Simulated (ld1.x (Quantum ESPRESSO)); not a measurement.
Transferability test, TM semilocal potential for Be (Z = 4)

```json
{"Element": "Be", "Generator": "ld1.x (Quantum ESPRESSO) 7.5", "Type": "norm-conserving Troullier–Martins (semilocal form)", "Functional": "PBE", "Relativity": "scalar-relativistic", "Frozen core": "[He]", "Valence charge": "2", "Reference configuration": "2s2 2p0", "Partial waves": "2s (bound): rc 1.45 bohr; 2p (bound, empty): rc 4.20 bohr", "Local potential": "the p channel", "Core correction": "a·sin(br)/r model core, default radius (core density twice the valence density)"}
```

Energies are relative to the spin-unpolarised reference configuration 2s2 2p0; without spin polarisation the order of configurations can differ from experiment.

| valence configuration | charge | ΔE all-electron (eV) | error AE − PS (meV) |
| --- | --- | --- | --- |
| 2s1.5 2p0 | +0.5 | 3.761 | +1.4 |
| 2s0 2p2 | 0 | 7.251 | -101 |
| 2s0 2p1 | +1 | 13.460 | -224 |

Q: What are ΔE and the potential's error for 2s1 2p1?

A: ΔE = 3.612 eV all-electron; the error (AE − PS) is -24 meV.

Q: What are ΔE and the potential's error for 2s1 2p0?

A: ΔE = 9.551 eV all-electron; the error (AE − PS) is +8.3 meV.

Levels in the configuration 2s0 2p2:

```csv
level,all-electron (eV),pseudo (eV)
2p,-2.939,-3.013
```
